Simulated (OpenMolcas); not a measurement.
# N III: input and output

Input:

```
&GATEWAY
Coord
1

N 0.0 0.0 0.0
Basis=ANO-R0
Group=XYZ
NoMove
AngMom=0.0 0.0 0.0
AMFI
&SEWARD
&RASSCF
FileOrb=start.orb
Symmetry=2
Spin=2
nActEl=1 0 0
Inactive=2 0
Ras2=0 3
CIRoot=3 3 1
SDav=3
CIMx=300
Iter=120 100
PrWF=0.3
OrbListing=Nothing
MaxOrb=0
Atom
>>> COPY $Project.JobIph JOB001
&RASSI
NrOfJobIphs=1 3
1 2 3
IphNames
JOB001
EJob
SpinOrbit
DIPRint=1.0
SOCoupling=1000.0
Subsets=2
MEES
Property=10
'ANGMOM' 1 'ANGMOM' 2 'ANGMOM' 3 'MLTPL  1' 1 'MLTPL  1' 2 'MLTPL  1' 3
'AMFI' 1 'AMFI' 2 'AMFI' 3 'MLTPL  2' 6
SOProperty=3
'ANGMOM' 1 'ANGMOM' 2 'ANGMOM' 3
```

Launched by
```bash
OMP_NUM_THREADS=1 MOLCAS_MEM=2252 MOLCAS_PROJECT=a pymolcas a.inp > a.log  # once for each step of the input, in one work folder
```

A driver script runs the steps one by one and writes start.orb anew before each from the orbitals found so far.

Output, cut to the results:

```
--- SEWARD ---
Basis set label: N.ANO-R...2S1P.

      Electronic valence basis set:
      ------------------
      Associated Effective Charge   7.000000 au
      Associated Actual Charge      7.000000 au
      Nuclear Model: Finite nucleus - Gaussian distribution
        Gaussian exponent, Xi/bohr**(-2):  6.28656E+08

      Shell  nPrim  nBasis  Cartesian Spherical Contaminant
         s      13       2        X
         p       8       1        X
                  Relativistic X2C integrals
                  Atomic mean-field integrals
--- RASSCF ---
Wave function specifications:
      -----------------------------

      Number of closed shell electrons           4
      Number of electrons in active shells       1
      Max number of holes in RAS1 space          0
      Max nr of electrons in RAS3 space          0
      Number of inactive orbitals                2
      Number of active orbitals                  3
      Number of secondary orbitals               0
      Spin quantum number                      0.5
      State symmetry                             2
Orbital specifications:
      -----------------------

      Symmetry species                           1   2
                                                ag  au
      Frozen orbitals                            0   0
      Inactive orbitals                          2   0
      Active orbitals                            0   3
      RAS1 orbitals                              0   0
      RAS2 orbitals                              0   3
      RAS3 orbitals                              0   0
      Secondary orbitals                         0   0
      Deleted orbitals                           0   0
      Number of basis functions                  2   3
      Number of CSFs                             3
      Number of root(s) required                 3
      Iter CI   SX   CI       RASSCF       Energy    max ROT     max BLB   max BLB  Level Ln srch  Step   QN
          iter iter root      energy       change     param      element    value   shift minimum  type update
 Nr of preliminary CI iterations:   1
        1   1    1    0   -52.77725832    0.00E+00   0.00E+00    3   3 2  0.00E+00   0.00   0.00    SX    NO
        2   1    1    0   -52.77725832    0.00E+00   0.00E+00    3   3 2  0.00E+00   0.00   0.00    SX    NO
        3   1    1    0   -52.77725832    0.00E+00   0.00E+00    3   3 2  0.00E+00   0.00   0.00    SX    NO
        4   1    1    0   -52.77725832    0.00E+00   0.00E+00    3   3 2  0.00E+00   0.00   0.00    SX    NO
      Convergence after  4 iterations
        5   1    1    0   -52.77725832    0.00E+00   0.00E+00    3   3 2  0.00E+00   0.00   0.00    SX    NO
      Natural orbitals and occupation numbers for root  1
      sym 2:   1.000000   0.000000   0.000000
      Natural orbitals and occupation numbers for root  2
      sym 2:   0.000000   0.000000   1.000000
      Natural orbitals and occupation numbers for root  3
      sym 2:  -0.000000   1.000000   0.000000
::    RASSCF root number  1 Total energy:    -52.77725832
::    RASSCF root number  2 Total energy:    -52.77725832
::    RASSCF root number  3 Total energy:    -52.77725832

--- RASSI ---
SPIN-FREE ENERGIES:
  (Shifted by EMIN (a.u.) =        -52.7772583191)

 SF State       Relative EMIN(au)   Rel lowest level(eV)    D:o, cm**(-1)      L_eff

     1             0.0000000000        0.0000000000              0.0000         1.0
     2             0.0000000000        0.0000000000              0.0000         1.0
     3             0.0000000000        0.0000000000              0.0000         1.0
     Dipole printing threshold changed to   1.00000000E+00
Eigenvalues of complex Hamiltonian:
   -----------------------------------
  (Shifted by EMIN (a.u.) =        -52.7772583191)

 SO State       Relative EMIN(au)   Rel lowest level(eV)    D:o, cm**(-1)     J-value

     1            -0.0003917036        0.0000000000              0.0000         0.4
     2            -0.0003917036        0.0000000000              0.0000         0.4
     3             0.0001958518        0.0159881965            128.9535         1.0
     4             0.0001958518        0.0159881965            128.9535         1.0
     5             0.0001958518        0.0159881965            128.9535         1.3
     6             0.0001958518        0.0159881965            128.9535         1.3
Weights of the five most important spin-orbit-free states for each spin-orbit state.

 SO State  Total energy (au)           Spin-free states, spin, and weights
 -------------------------------------------------------------------------------------------------------
    1        -0.000392       1 0.5  0.3333    2 0.5  0.3333    3 0.5  0.3333
    2        -0.000392       1 0.5  0.3333    2 0.5  0.3333    3 0.5  0.3333
    3         0.000196       3 0.5  0.6667    2 0.5  0.1667    1 0.5  0.1667
    4         0.000196       3 0.5  0.6667    2 0.5  0.1667    1 0.5  0.1667
    5         0.000196       2 0.5  0.5000    1 0.5  0.5000    3 0.5  0.0000
    6         0.000196       2 0.5  0.5000    1 0.5  0.5000    3 0.5  0.0000
...
```

The J values that RASSI prints are effective ones from its own formula and need not be integers or half-integers; the table below assigns J from the states.

Levels above the lowest, from the spin-orbit matrix, grouped by J:

```csv
Configuration,Term,J,E (cm-1),Measured (cm-1),g,Term weight %
2s2 2p,2P*,1/2,0.0,0.0,0.666,100
2s2 2p,2P*,3/2,129,174,1.334,100
```

Against the measured value (Moore, Selected Tables of Atomic Spectra, NSRDS-NBS 3, section 5): 2s2 2p 2P* 3/2: computed 129, measured 174 cm-1 (-26.1 %).

With one active electron the reference holds no correlation, so core polarisation is missing. Computed and measured levels are paired by configuration, term and J; levels that our copy of the source lacks, or whose pairing is in doubt (as where it misses far off the trend of its configuration), stay unpaired and out of the deviations. Levels of configurations outside the active space are missing.

The RASSCF and RASSI steps took 1.6 s on 1 thread of AMD EPYC 7R43 64-Core Processor (Zen 3), on a shared host; the integral step is not counted.

The term weight is that of the spin-free term in the level, not the purity of its configuration. * marks odd parity.
